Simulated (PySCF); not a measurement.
Si(Me)2(SiH3)2, C₂H₁₂Si₃, SMILES C[Si](C)([SiH3])[SiH3] at its GFN2-xTB optimised geometry (Å):

```
17

C     -0.8242    -1.7650    -1.5251
Si    -0.2144    -0.7748     0.0000
C     -0.8234    -1.7651     1.5253
Si     2.1202    -0.7748     0.0000
Si    -1.2668     1.3091     0.0000
H     -0.4155    -2.7721    -1.5392
H     -0.5259    -1.2800    -2.4505
H     -1.9074    -1.8540    -1.5388
H     -0.5229    -1.2813     2.4507
H     -0.4164    -2.7729     1.5380
H     -1.9067    -1.8523     1.5408
H      2.7332    -2.1080     0.0018
H      2.6639    -0.0852    -1.1744
H      2.6637    -0.0821     1.1727
H     -0.8990     2.1040    -1.1761
H     -2.7332     1.2554     0.0053
H     -0.8908     2.1080     1.1708
```

Calculation: CAM-B3LYP/def2-SVP in PySCF 2.14.0. Cells within 0.4 Å of a nucleus heavier than hydrogen are left out (blank, or x).

Map of the electron localisation function on the plane z = 1.2 Å:

```
|00000000000000000000000000000|
|00000000000000000000000000000|
|00000000000000000000000000000|
|00000000000000000000000000000|
|00000000013564100000000000000|
|00000000048999720000000000000|
|00000000179999961000000000000|
|00000000289999971000000000000|
|00001110289999971000000000000|
|00013431279999930000000000000|
|00025653248999510000144310000|
|00026764224664100001699861000|
|00014543112332100005999995000|
|00001211011232110018999997200|
|00000000001122111138999998200|
|00000000000233212238999996100|
|00000000012577422336999972000|
|00000015665788732223566420000|
|00000289998568731111222100000|
|000005999982x6620001233210000|
|00000599998458720001355420000|
|00000289985699960000367631000|
|00000036522799981000256520000|
|00000000001899991000023200000|
|00000000001799981000000000000|
|00000000000378730000000000000|
|00000000000011100000000000000|
|00000000000000000000000000000|
|00000000000000000000000000000|
```
Scale: ten equal steps from 0.000 (start of '0') to 1.000 (end of '9'), in the order '0123456789'; x runs from -5.00 to 5.00, y from -5.00 (bottom) to 5.00 (top).
